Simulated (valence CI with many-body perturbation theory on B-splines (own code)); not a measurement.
E1 line list for Rb³¹⁺

Calculated by configuration interaction combined with many-body perturbation theory (CI+MBPT): four valence electrons over a frozen Dirac-Fock core [He], radial functions for each j: 11 s, 11 p, 9 d, 7 f, 5 g, 2 h, 1 i, with the one-electron correlation potential Σ1 (screened to all orders), the two-electron term Σ2, the three-electron term Σ3, Breit, model QED; selected single and double excitations, second order for the rest (own B-spline code, finite nucleus).

No measured spectrum was set against this ion. As an estimate, large intervals hold to a few tenths of a per cent, small ones and those within an open d or f shell to about a per cent. Among the levels kept, up to 280 cm⁻¹ of a level comes from second order outside the variational space, and about a tenth of that is noise between levels of different J, which matters for small intervals.

Lines 1 to 50 of 250 in falling wavelength, among levels below 19590 × 10³ cm⁻¹, chosen from the strongest by gf and those to the six lowest levels. Wavelengths and rates use the calculated energies. Electric multipoles are in the length gauge, E1 and E2 with the static RPA response of the core. Weak lines are less certain than strong ones. Lines between different terms over intervals too small for the method are left out, as are lines whose strength nearly cancels. The highest levels of a list are the least certain.

Levels are named by their leading jj configuration (3d3/2^4 stands for four electrons in 3d with j = 3/2), which in mixed levels can hold well under half, so a name can repeat and another be missing. Letters in brackets count levels of one name in rising energy.

| λ vac (Å) | Upper | Lower | A (s⁻¹) | S (a.u.) |
| --- | --- | --- | --- | --- |
| 334.8 | (2s 2p3/2^2 3p1/2) J=3 | (2s 2p3/2^2 3s) J=2 [a] | 1.32e+09 | 1.71e-01 |
| 317.3 | (2s 2p1/2 2p3/2 3d5/2) J=5 | (2s 2p1/2 2p3/2 3p3/2) J=4 | 2.36e+09 | 4.09e-01 |
| 313.7 | (2s 2p1/2 2p3/2 3p3/2) J=3 [b] | (2s 2p1/2 2p3/2 3s) J=3 | 1.12e+09 | 1.19e-01 |
| 302.8 | (2s 2p1/2 2p3/2 3d5/2) J=4 [a] | (2s 2p1/2 2p3/2 3p3/2) J=3 [a] | 1.92e+09 | 2.37e-01 |
| 301.3 | (2s 2p1/2 2p3/2 3p1/2) J=2 [a] | (2s 2p1/2 2p3/2 3s) J=2 [a] | 1.64e+09 | 1.11e-01 |
| 299.3 | (2s 2p1/2^2 3d5/2) J=3 | (2s 2p1/2^2 3p3/2) J=2 | 2.81e+09 | 2.60e-01 |
| 289.3 | (2s^2 2p3/2 3d5/2) J=4 | (2s^2 2p3/2 3p3/2) J=3 | 2.80e+09 | 3.01e-01 |
| 282.6 | (2s^2 2p3/2 3p1/2) J=2 | (2s^2 2p3/2 3s) J=2 | 2.40e+09 | 1.34e-01 |
| 280.3 | (2s^2 2p1/2 3d5/2) J=3 | (2s^2 2p1/2 3p3/2) J=2 | 3.14e+09 | 2.39e-01 |
| 278.8 | (2s 2p1/2 2p3/2 3d5/2) J=3 [a] | (2s 2p1/2 2p3/2 3p3/2) J=2 [a] | 2.14e+09 | 1.61e-01 |
| 275.0 | (2s 2p3/2^2 3p3/2) J=3 | (2s 2p3/2^2 3s) J=2 [a] | 1.62e+09 | 1.16e-01 |
| 274.5 | (2s 2p3/2^2 3p1/2) J=2 | (2s 2p3/2^2 3s) J=3 | 3.13e+09 | 1.60e-01 |
| 270.6 | (2s^2 2p1/2 3d5/2) J=2 | (2s^2 2p1/2 3p3/2) J=1 | 3.05e+09 | 1.49e-01 |
| 267.5 | (2s 2p1/2 2p3/2 3d5/2) J=4 [b] | (2s 2p1/2 2p3/2 3p3/2) J=3 [c] | 3.37e+09 | 2.86e-01 |
| 264.6 | (2s 2p1/2 2p3/2 3d5/2) J=2 [a] | (2s 2p1/2 2p3/2 3p3/2) J=1 [a] | 2.58e+09 | 1.18e-01 |
| 260.4 | (2s^2 2p3/2 3d5/2) J=3 | (2s^2 2p3/2 3p3/2) J=2 | 2.67e+09 | 1.63e-01 |
| 260.1 | (2s 2p3/2^2 3p1/2) J=3 | (2s 2p3/2^2 3s) J=3 | 2.16e+09 | 1.31e-01 |
| 255.8 | (2s 2p1/2 2p3/2 3p3/2) J=2 [b] | (2s 2p1/2 2p3/2 3s) J=2 [b] | 3.56e+09 | 1.47e-01 |
| 255.4 | (2s 2p1/2^2 3p3/2) J=1 | (2s 2p1/2^2 3s) J=0 | 3.83e+09 | 9.45e-02 |
| 252.1 | (2s 2p1/2 2p3/2 3d3/2) J=2 [b] | (2s 2p1/2 2p3/2 3p1/2) J=2 [b] | 2.41e+09 | 9.54e-02 |
| 251.1 | (2s 2p1/2^2 3d5/2) J=2 | (2s 2p1/2^2 3p3/2) J=1 | 4.22e+09 | 1.65e-01 |
| 249.0 | (2s 2p1/2 2p3/2 3d5/2) J=3 [b] | (2s 2p1/2 2p3/2 3p3/2) J=2 [b] | 2.88e+09 | 1.54e-01 |
| 245.0 | (2s 2p1/2 2p3/2 3p1/2) J=2 [b] | (2s 2p1/2 2p3/2 3s) J=3 | 4.72e+09 | 1.71e-01 |
| 239.4 | (2s 2p1/2 2p3/2 3p3/2) J=2 [a] | (2s 2p1/2 2p3/2 3s) J=1 [a] | 3.51e+09 | 1.19e-01 |
| 238.5 | (2s 2p1/2 2p3/2 3d3/2) J=4 | (2s 2p1/2 2p3/2 3p3/2) J=3 [b] | 2.69e+09 | 1.62e-01 |
| 237.9 | (2s 2p1/2 2p3/2 3p3/2) J=1 [b] | (2s 2p1/2 2p3/2 3s) J=2 [b] | 5.07e+09 | 1.01e-01 |
| 232.8 | (2s 2p1/2 2p3/2 3p3/2) J=3 [a] | (2s 2p1/2 2p3/2 3s) J=2 [a] | 3.98e+09 | 1.73e-01 |
| 232.3 | (2s 2p1/2 2p3/2 3d3/2) J=3 [a] | (2s 2p1/2 2p3/2 3p1/2) J=2 [a] | 3.68e+09 | 1.59e-01 |
| 232.0 | (2s 2p1/2 2p3/2 3p3/2) J=3 [d] | (2s 2p1/2 2p3/2 3s) J=2 [c] | 6.55e+09 | 2.83e-01 |
| 230.7 | (2s 2p1/2 2p3/2 3p3/2) J=3 [c] | (2s 2p1/2 2p3/2 3s) J=2 [b] | 4.58e+09 | 1.94e-01 |
| 229.1 | (2s^2 2p3/2 3p3/2) J=3 | (2s^2 2p3/2 3s) J=2 | 6.44e+09 | 2.68e-01 |
| 225.1 | (2s 2p1/2 2p3/2 3p3/2) J=4 | (2s 2p1/2 2p3/2 3s) J=3 | 8.36e+09 | 4.24e-01 |
| 224.2 | (2s 2p1/2^2 3d3/2) J=2 | (2s 2p1/2^2 3p1/2) J=1 | 4.91e+09 | 1.36e-01 |
| 223.8 | (2s^2 2p3/2 3d3/2) J=3 | (2s^2 2p3/2 3p1/2) J=2 | 3.88e+09 | 1.50e-01 |
| 222.5 | (2s 2p3/2^2 3p3/2) J=3 | (2s 2p3/2^2 3s) J=3 | 4.36e+09 | 1.66e-01 |
| 221.7 | (2s 2p1/2 2p3/2 3d3/2) J=3 [c] | (2s 2p1/2 2p3/2 3p1/2) J=2 [c] | 5.70e+09 | 2.14e-01 |
| 220.7 | (2s 2p3/2^2 3p3/2) J=4 | (2s 2p3/2^2 3s) J=3 | 8.54e+09 | 4.08e-01 |
| 219.5 | (2s 2p1/2 2p3/2 3p3/2) J=2 [d] | (2s 2p1/2 2p3/2 3s) J=1 [c] | 6.73e+09 | 1.75e-01 |
| 215.7 | (2s^2 2p1/2 3d3/2) J=2 | (2s^2 2p1/2 3p1/2) J=1 | 5.65e+09 | 1.40e-01 |
| 212.6 | (2s 2p1/2 2p3/2 3p3/2) J=2 [c] | (2s 2p1/2 2p3/2 3s) J=1 [b] | 4.23e+09 | 1.00e-01 |
| 211.8 | (2s 2p1/2^2 3p3/2) J=2 | (2s 2p1/2^2 3s) J=1 | 9.76e+09 | 2.29e-01 |
| 210.6 | (2s^2 2p1/2 3p3/2) J=1 | (2s^2 2p1/2 3s) J=0 | 5.74e+09 | 7.93e-02 |
| 209.6 | (2s^2 2p1/2 3p3/2) J=2 | (2s^2 2p1/2 3s) J=1 | 9.23e+09 | 2.10e-01 |
| 200.8 | (2s^2 2p3/2 3p3/2) J=2 | (2s^2 2p3/2 3s) J=1 | 5.64e+09 | 1.13e-01 |
| 192.5 | (2s 2p1/2 2p3/2 3p3/2) J=1 [c] | (2s 2p1/2 2p3/2 3s) J=1 [b] | 9.06e+09 | 9.58e-02 |
| 183.4 | (2s 2p1/2 2p3/2 3p3/2) J=3 [c] | (2s 2p1/2 2p3/2 3s) J=3 | 5.30e+09 | 1.13e-01 |
| 136.3 | (2s 2p1/2^2 2p3/2) J=2 | (2s^2 2p1/2 2p3/2) J=2 | 7.35e+08 | 4.60e-03 |
| 122.2 | (2s 2p1/2^2 2p3/2) J=2 | (2s^2 2p1/2 2p3/2) J=1 | 1.50e+09 | 6.77e-03 |
| 113.7 | (2s 2p1/2 2p3/2^2) J=3 | (2s^2 2p3/2^2) J=2 | 3.89e+09 | 1.98e-02 |
| 94.85 | (2s 2p1/2 2p3/2^2) J=1 [b] | (2s^2 2p3/2^2) J=0 | 3.26e+09 | 4.12e-03 |
